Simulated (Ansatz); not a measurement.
A short molecular-dynamics run on C₃H₉NOS₂W (`C[O][W](=[S])(=[S])[N](C)C`).

```yaml
crystal:
  periodic: [false, false, false]
  atoms:
    - {symbol: C, position_ang: [0.046825, -3.017627, -1.206899]}
    - {symbol: O, position_ang: [0.138871, -1.773026, -0.558735]}
    - {symbol: W, position_ang: [-0.557017, -0.075449, -0.884397]}
    - {symbol: S, position_ang: [-2.690394, -0.189137, -0.884190]}
    - {symbol: S, position_ang: [0.156015, 0.621704, -2.773334]}
    - {symbol: N, position_ang: [0.054466, 1.072545, 0.529186]}
    - {symbol: C, position_ang: [1.266838, 1.868923, 0.464996]}
    - {symbol: C, position_ang: [-0.672658, 1.277867, 1.769332]}
    - {symbol: H, position_ang: [0.449130, -2.948055, -2.221917]}
    - {symbol: H, position_ang: [-0.996321, -3.343812, -1.256692]}
    - {symbol: H, position_ang: [0.626928, -3.747120, -0.637696]}
    - {symbol: H, position_ang: [1.024212, 2.935488, 0.543969]}
    - {symbol: H, position_ang: [1.793735, 1.701019, -0.471690]}
    - {symbol: H, position_ang: [1.932111, 1.606001, 1.295704]}
    - {symbol: H, position_ang: [-0.955653, 2.332294, 1.872883]}
    - {symbol: H, position_ang: [-1.576038, 0.672312, 1.796387]}
    - {symbol: H, position_ang: [-0.041031, 1.006052, 2.623102]}
basis:
  gaussian: {orbitals: def2-SVP}
hamiltonian: {xc: {name: BLYP}}
md: {timestep: 1 fs, n_steps: 20, ensemble: nvt_langevin, temperature: 500, initial_velocities: maxwell_boltzmann, friction: 0.01, seed: 762}
```

```sh
$ ansatz run in.yaml --threads 4 --pin off --events-out ev --progress --plain --max-ram 66560MiB --backend cuda --devices 0, --max-vram 37GiB
```

```csv
step,time (fs),potential energy (eV),kinetic (eV),T (K),conserved (eV)
0,0.0,-30280.8031,1.0341,471,–
1,1.0,-30280.7199,0.9780,445,–
2,2.0,-30280.5765,0.8606,392,–
3,3.0,-30280.5178,0.8240,375,–
4,4.0,-30280.5398,0.8122,370,–
5,5.0,-30280.5459,0.8731,397,–
6,6.0,-30280.4895,0.7702,351,–
7,7.0,-30280.4140,0.6604,301,–
8,8.0,-30280.3859,0.6479,295,–
9,9.0,-30280.4515,0.7310,333,–
10,10.0,-30280.5913,0.8900,405,–
11,11.0,-30280.6950,1.0281,468,–
12,12.0,-30280.6824,1.0374,472,–
13,13.0,-30280.6147,0.9403,428,–
14,14.0,-30280.5901,0.8748,398,–
15,15.0,-30280.6005,0.9318,424,–
16,16.0,-30280.5844,0.9676,440,–
17,17.0,-30280.5200,0.8683,395,–
18,18.0,-30280.4345,0.7973,363,–
19,19.0,-30280.3621,0.7334,334,–
20,20.0,-30280.3578,0.7836,357,–
```

Velocities are drawn at the set temperature; a run this short doesn't reach equilibrium.

Frames (Å, forces in eV/Å):

```xyz
17
time=0.0 fs
C     0.047   -3.018   -1.207    0.060   -0.069    0.057
O     0.139   -1.773   -0.559    0.424   -0.487    0.425
W    -0.557   -0.075   -0.884    0.102    0.089    0.184
S    -2.690   -0.189   -0.884   -1.422   -0.076   -0.044
S     0.156    0.622   -2.773    0.437    0.453   -1.279
N     0.054    1.073    0.529    0.107    0.268    0.277
C     1.267    1.869    0.465    0.100    0.020   -0.045
C    -0.673    1.278    1.769   -0.074   -0.034    0.075
H     0.449   -2.948   -2.222    0.210   -0.036   -0.554
H    -0.996   -3.344   -1.257   -0.539   -0.241   -0.053
H     0.627   -3.747   -0.638    0.301   -0.459    0.262
H     1.024    2.935    0.544   -0.066    0.571    0.049
H     1.794    1.701   -0.472    0.312   -0.051   -0.441
H     1.932    1.606    1.296    0.386   -0.086    0.413
H    -0.956    2.332    1.873   -0.164    0.542    0.114
H    -1.576    0.672    1.796   -0.454   -0.285    0.076
H    -0.041    1.006    2.623    0.281   -0.118    0.484
17
time=2.0 fs
C     0.030   -3.006   -1.200   -1.182   -1.724    2.102
O     0.143   -1.776   -0.551    0.343   -0.098    0.373
W    -0.557   -0.077   -0.887    0.331    0.097    0.151
S    -2.683   -0.204   -0.877   -1.602   -0.093   -0.049
S     0.154    0.625   -2.779    0.406    0.424   -1.198
N     0.044    1.077    0.520    0.665    0.710    1.054
C     1.281    1.874    0.467   -0.959   -1.043    0.701
C    -0.672    1.310    1.789   -0.243   -0.404   -0.010
H     0.394   -2.967   -2.189    0.760    0.094   -1.938
H    -1.061   -3.360   -1.228    0.885    0.256    0.043
H     0.634   -3.752   -0.599   -0.372    0.220   -0.473
H     1.001    2.894    0.505   -0.233    1.936    0.427
H     1.801    1.748   -0.430    1.041   -0.491   -2.053
H     1.956    1.590    1.268    0.417   -0.023    0.813
H    -0.999    2.381    1.871    0.125   -0.287    0.066
H    -1.557    0.649    1.761   -0.141    0.208    0.411
H    -0.035    1.028    2.678   -0.241    0.217   -0.419
17
time=4.0 fs
C     0.007   -2.999   -1.188   -0.707   -2.307    1.090
O     0.146   -1.780   -0.544    0.288    0.247    0.289
W    -0.557   -0.079   -0.890    0.413    0.078    0.115
S    -2.681   -0.218   -0.868   -1.627   -0.101   -0.059
S     0.150    0.629   -2.786    0.357    0.378   -1.102
N     0.031    1.081    0.513    1.228    1.132    1.567
C     1.291    1.877    0.469   -0.519   -0.530    0.031
C    -0.672    1.341    1.807   -0.712   -0.995   -0.340
H     0.363   -2.995   -2.219    0.260    0.139   -0.632
H    -1.097   -3.363   -1.190    1.176    0.389    0.024
H     0.631   -3.747   -0.583   -0.607    0.356   -0.699
H     0.969    2.915    0.476    0.207    0.954    0.628
H     1.839    1.789   -0.452    0.333   -0.500   -1.043
H     1.994    1.566    1.271   -0.225    0.343    0.264
H    -1.036    2.413    1.878    0.307   -0.625    0.010
H    -1.546    0.633    1.741    0.197    0.698    0.677
H    -0.043    1.056    2.718   -0.369    0.346   -0.818
17
time=6.0 fs
C    -0.019   -3.002   -1.174    0.206   -1.540   -1.100
O     0.147   -1.783   -0.537    0.283    0.366    0.199
W    -0.558   -0.080   -0.892    0.480    0.141    0.141
S    -2.680   -0.231   -0.859   -1.605   -0.098   -0.069
S     0.148    0.634   -2.793    0.293    0.313   -0.978
N     0.020    1.085    0.513    1.646    1.451    1.771
C     1.301    1.881    0.470    0.137    0.417   -1.327
C    -0.678    1.369    1.827   -0.989   -1.646   -1.281
H     0.331   -3.015   -2.278   -0.316    0.206    1.143
H    -1.090   -3.348   -1.153    0.306    0.142   -0.001
H     0.601   -3.728   -0.606   -0.080   -0.279   -0.208
H     0.951    2.962    0.483    0.735   -0.507    0.570
H     1.892    1.810   -0.512   -0.864   -0.334    0.859
H     2.026    1.559    1.278   -0.667    0.502   -0.184
H    -1.058    2.412    1.890    0.153   -0.046   -0.049
H    -1.534    0.638    1.747    0.140    0.776    0.776
H    -0.069    1.099    2.720    0.141    0.137   -0.264
17
time=8.0 fs
C    -0.042   -3.010   -1.164    0.714   -0.183   -2.192
O     0.148   -1.784   -0.530    0.326    0.222    0.099
W    -0.560   -0.082   -0.896    0.586    0.339    0.395
S    -2.682   -0.243   -0.848   -1.549   -0.092   -0.081
S     0.146    0.638   -2.799    0.241    0.263   -0.884
N     0.013    1.095    0.518    1.735    1.396    1.604
C     1.310    1.887    0.466    0.099    0.843   -1.553
C    -0.685    1.389    1.843   -0.494   -1.362   -2.187
H     0.285   -3.027   -2.297   -0.389    0.251    1.552
H    -1.079   -3.321   -1.127   -0.932   -0.261    0.046
H     0.567   -3.724   -0.643    0.661   -1.059    0.496
H     0.969    2.992    0.516    0.821   -1.057    0.368
H     1.910    1.820   -0.543   -1.215   -0.261    1.418
H     2.042    1.573    1.273   -0.694    0.377   -0.241
H    -1.067    2.410    1.890   -0.064    0.631   -0.039
H    -1.512    0.677    1.785   -0.649    0.058    0.618
H    -0.089    1.143    2.710    0.803   -0.107    0.582
17
time=10.0 fs
C    -0.065   -3.021   -1.160    0.930   -0.024   -1.201
O     0.149   -1.783   -0.524    0.322   -0.130   -0.022
W    -0.561   -0.084   -0.899    0.661    0.613    0.751
S    -2.686   -0.254   -0.837   -1.435   -0.086   -0.103
S     0.144    0.641   -2.805    0.195    0.217   -0.783
N     0.010    1.108    0.527    1.532    1.102    1.261
C     1.320    1.895    0.457   -0.886    0.910   -0.639
C    -0.691    1.404    1.853    0.077   -0.442   -2.260
H     0.229   -3.027   -2.259   -0.144    0.249    0.661
H    -1.101   -3.308   -1.099   -1.125   -0.370    0.128
H     0.562   -3.757   -0.667    0.371   -0.683    0.405
H     1.011    2.994    0.564    0.581   -0.842    0.081
H     1.884    1.819   -0.516   -0.675   -0.253    0.413
H     2.036    1.606    1.253   -0.221   -0.032    0.238
H    -1.089    2.426    1.887    0.061    0.467   -0.040
H    -1.508    0.715    1.850   -1.192   -0.604    0.371
H    -0.085    1.184    2.714    0.948   -0.091    0.739
17
time=12.0 fs
C    -0.087   -3.033   -1.156    0.227   -0.682    1.219
O     0.154   -1.780   -0.518    0.282   -0.718   -0.161
W    -0.563   -0.087   -0.904    0.730    1.061    1.089
S    -2.690   -0.266   -0.828   -1.264   -0.084   -0.137
S     0.145    0.645   -2.815    0.116    0.133   -0.592
N     0.012    1.125    0.541    1.089    0.543    0.693
C     1.327    1.904    0.446   -2.299    0.529    0.995
C    -0.693    1.414    1.858   -0.147   -0.322   -1.306
H     0.170   -3.015   -2.201    0.270    0.239   -1.201
H    -1.159   -3.308   -1.067    0.036   -0.132    0.118
H     0.578   -3.815   -0.687   -0.470    0.340   -0.023
H     1.069    2.971    0.618    0.121    0.107   -0.168
H     1.849    1.810   -0.472    0.371   -0.322   -1.595
H     2.023    1.638    1.224    0.519   -0.579    1.002
H    -1.107    2.449    1.884    0.303    0.018   -0.045
H    -1.551    0.736    1.930   -0.234   -0.190    0.080
H    -0.049    1.230    2.734    0.349    0.057    0.034
17
time=14.0 fs
C    -0.109   -3.048   -1.151   -0.127   -0.682    1.781
O     0.159   -1.777   -0.513    0.225   -1.184   -0.255
W    -0.564   -0.090   -0.908    0.743    1.468    1.410
S    -2.697   -0.277   -0.819   -1.022   -0.076   -0.174
S     0.146    0.648   -2.824    0.025    0.039   -0.396
N     0.015    1.144    0.559    0.575   -0.101   -0.023
C     1.327    1.913    0.439   -1.856   -0.339    1.453
C    -0.694    1.422    1.859   -0.372   -0.281   -0.011
H     0.128   -2.994   -2.192    0.178    0.156   -1.469
H    -1.210   -3.307   -1.020    0.878   -0.011   -0.034
H     0.585   -3.857   -0.719   -0.830    0.806   -0.100
H     1.123    2.952    0.673   -0.249    1.033   -0.339
H     1.829    1.792   -0.488    0.359   -0.178   -1.485
H     2.023    1.653    1.227    0.528   -0.776    0.747
H    -1.112    2.470    1.886    0.412   -0.295   -0.078
H    -1.599    0.750    2.017    0.898    0.339   -0.328
H    -0.001    1.285    2.752   -0.366    0.083   -0.699
17
time=16.0 fs
C    -0.132   -3.064   -1.143    0.456    0.173    0.045
O     0.166   -1.779   -0.510    0.108   -1.380   -0.323
W    -0.565   -0.093   -0.911    0.720    1.694    1.664
S    -2.705   -0.289   -0.810   -0.740   -0.052   -0.202
S     0.146    0.654   -2.832   -0.067   -0.056   -0.216
N     0.020    1.163    0.577    0.084   -0.744   -0.788
C     1.320    1.919    0.436   -0.258   -0.283    0.733
C    -0.693    1.429    1.861   -0.144    0.156    0.707
H     0.081   -2.971   -2.236   -0.206   -0.115    0.173
H    -1.216   -3.308   -0.976    0.472   -0.080   -0.049
H     0.560   -3.871   -0.748   -0.556    0.631    0.031
H     1.151    2.979    0.718   -0.172    0.350   -0.707
H     1.824    1.761   -0.562   -0.574    0.280    0.676
H     2.034    1.644    1.252   -0.024   -0.562   -0.201
H    -1.090    2.487    1.886    0.327   -0.323   -0.089
H    -1.621    0.784    2.088    1.299    0.354   -0.629
H     0.044    1.338    2.743   -0.723   -0.044   -0.824
17
time=18.0 fs
C    -0.155   -3.081   -1.135    0.807    1.975   -1.696
O     0.174   -1.785   -0.509   -0.069   -1.284   -0.349
W    -0.565   -0.096   -0.914    0.638    1.714    1.837
S    -2.715   -0.300   -0.802   -0.394   -0.010   -0.222
S     0.145    0.659   -2.841   -0.154   -0.144   -0.033
N     0.026    1.178    0.594   -0.382   -1.285   -1.561
C     1.309    1.922    0.434    0.679   -0.011    0.804
C    -0.689    1.437    1.863    0.555    0.903    0.408
H     0.023   -2.947   -2.273   -0.303   -0.454    1.270
H    -1.194   -3.316   -0.943   -0.830   -0.248    0.139
H     0.503   -3.854   -0.761    0.580   -0.499    0.451
H     1.168    3.012    0.728   -0.091   -0.412   -0.892
H     1.806    1.741   -0.610   -0.853    0.480    1.661
H     2.033    1.619    1.281   -0.441   -0.200   -0.968
H    -1.055    2.495    1.884    0.072    0.017   -0.121
H    -1.594    0.835    2.128    0.629   -0.287   -0.569
H     0.070    1.394    2.697   -0.442   -0.255   -0.160
17
time=20.0 fs
C    -0.177   -3.093   -1.132    0.478    2.842   -1.700
O     0.179   -1.795   -0.509   -0.230   -1.001   -0.380
W    -0.566   -0.098   -0.916    0.511    1.631    1.940
S    -2.726   -0.311   -0.793   -0.054    0.035   -0.243
S     0.144    0.664   -2.848   -0.220   -0.211    0.126
N     0.029    1.188    0.603   -0.767   -1.603   -2.019
C     1.300    1.924    0.435    0.500    0.396    1.403
C    -0.681    1.448    1.866    1.360    1.485   -0.431
H    -0.049   -2.936   -2.259   -0.115   -0.584    0.960
H    -1.196   -3.327   -0.906   -1.334   -0.267    0.262
H     0.462   -3.844   -0.757    1.286   -1.229    0.617
H     1.181    3.037    0.704   -0.104   -0.787   -0.766
H     1.761    1.750   -0.587   -0.385    0.289    0.948
H     2.014    1.593    1.281   -0.345    0.015   -0.999
H    -1.009    2.497    1.897   -0.311    0.617   -0.247
H    -1.544    0.879    2.157   -0.582   -1.150   -0.252
H     0.081    1.450    2.649    0.311   -0.478    0.780
```

It took 29 s on 4 threads of an AMD EPYC 7R13 on a shared host and a share of an NVIDIA H100 80 GB, with 0.88 GiB of host memory at the peak.
